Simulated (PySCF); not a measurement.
# Telling isomers of C4H14NOPSi2 apart by NMR

Method: shielding tensors at PBE0/pcSseg-1 (GIAO), GFN2-xTB structure, in PySCF 2.14 (one computed conformer, one averaged value for each set of equivalent atoms, isolated molecule, no relativistic terms).

References, each an isolated molecule treated in the same way: 1H (σ = 31.72 ppm), 13C (σ = 186.93 ppm) against TMS. Splittings of carbon signals by F and P are missing where no couplings were computed. Where no couplings were computed, multiplicities follow the n + 1 count of equivalent neighbours, and m marks all less simple cases (inequivalent or close neighbours, rings, F or P nearby). Shifts are as computed. Against solution values, carbons near 30 ppm lie about +3 ppm off and those near 130 ppm about +5 ppm. Of 1211 compounds with measured shifts, 218 miss one by over three times the rms of a fit or turn the order of signals round; such compounds aren't used in these exercises.

(1) Tabulate the signals of `C=N[Si@H](P)O[Si](C)(C)C`, `C[C@H]1C[P@@](=O)(N([SiH3])[SiH3])C1` and their relative energies.

(2) What is the quickest way to tell C=N[Si@H](P)O[Si](C)(C)C from C[C@H]1C[P@@](=O)(N([SiH3])[SiH3])C1?

Results:

(1) 
```json
{"SMILES": "C=N[Si@H](P)O[Si](C)(C)C", "carbon types": "1×CH2 3×CH3", "δC": "172.5, 3.0", "δH": "8.73 (m, 1H), 8.58 (m, 1H), 5.90 (m, 1H), 1.31 (m, 2H), 0.13 (s, 9H)", "E rel. (kcal/mol)": "0.0"}
{"SMILES": "C[C@H]1C[P@@](=O)(N([SiH3])[SiH3])C1", "carbon types": "1×CH 2×CH2 1×CH3", "δC": "50.8, 25.6, 24.6", "δH": "4.64 (m, 6H), 2.64 (m, 2H), 2.50 (m, 1H), 2.07 (m, 2H), 1.28 (d, 3H)", "E rel. (kcal/mol)": "47.7"}
```

Energies are electronic energies at PBE0/pcSseg-1 on these geometries, without zero-point or thermal terms, each for the one conformer computed, which needn't be the lowest.

(2) Count the carbon signals: 2 against 3. The first has a C=N carbon (CH2) at 172.5 ppm, the second an sp3 CH2 bonded to P at 50.8 ppm. In the proton spectra the most deshielded non-exchanging signals are 8.73 (m, 1H) and 4.64 (m, 6H).
